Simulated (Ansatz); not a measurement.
Isolated molecules relaxed with PBE0-D4/def2-TZVP in Ansatz; ΔE leaves out vibrations. CBS: MP2 limit from def2 TZ/QZ plus the TZ coupled-cluster correction, frozen cores. DFT in def2-TZVPP. For As outer-core shells are correlated without core-valence functions, which leaves a few kJ/mol of doubt a bond. Scalar relativity is left out up to krypton.

`BC1[SiH2]S1` + `[AsH3]` → `B[AsH2]` + `C1[SiH2]S1`  (ligand exchange at a B–C bond)

Task: Is it downhill or uphill in electronic energy at CCSD(T)/CBS, and by how much? (Estimate.)

Result: The calculation gave: Uphill: ΔE = +17.3 kJ/mol.

Task: What do these levels give: LDA (SPW92), ωB97M-V, PBE-QIDH, PBE, r2SCAN, PBE0, r2SCANh, CCSD(T)/def2-SVP, CCSD(T)/def2-TZVPP, SCS-MP2/def2-QZVPP, HF/CBS(def2), MP2/CBS(def2)? (Estimate.)

Result: Computed: LDA (SPW92) 28.3, ωB97M-V 23.9, PBE-QIDH 17.8, PBE 19.3, r2SCAN 19.8, PBE0 17.8, r2SCANh 19.4, CCSD(T)/def2-SVP 25.8, CCSD(T)/def2-TZVPP 18.0, SCS-MP2/def2-QZVPP 18.3, HF/CBS(def2) 9.6, MP2/CBS(def2) 19.3 kJ/mol.

Largest T1 diagnostic among the species: 0.014.

In def2-TZVPP, CCSD(T) changes the Hartree–Fock value by +9.0 kJ/mol (the triples alone add +2.1 kJ/mol) and MP2 by +11.0 kJ/mol. At CCSD(T), def2-SVP lies +8.5 kJ/mol from the extrapolated value and def2-TZVPP +0.7 kJ/mol. The D4 term adds +4.3 kJ/mol with B3LYP and +2.4 kJ/mol with PBE0; it sums over pairs of atoms, weighted by their polarisabilities, and B3LYP, whose exchange is more repulsive, gets the larger term.

B3LYP here is the variant with VWN-RPA as its local correlation; programs differ in this.
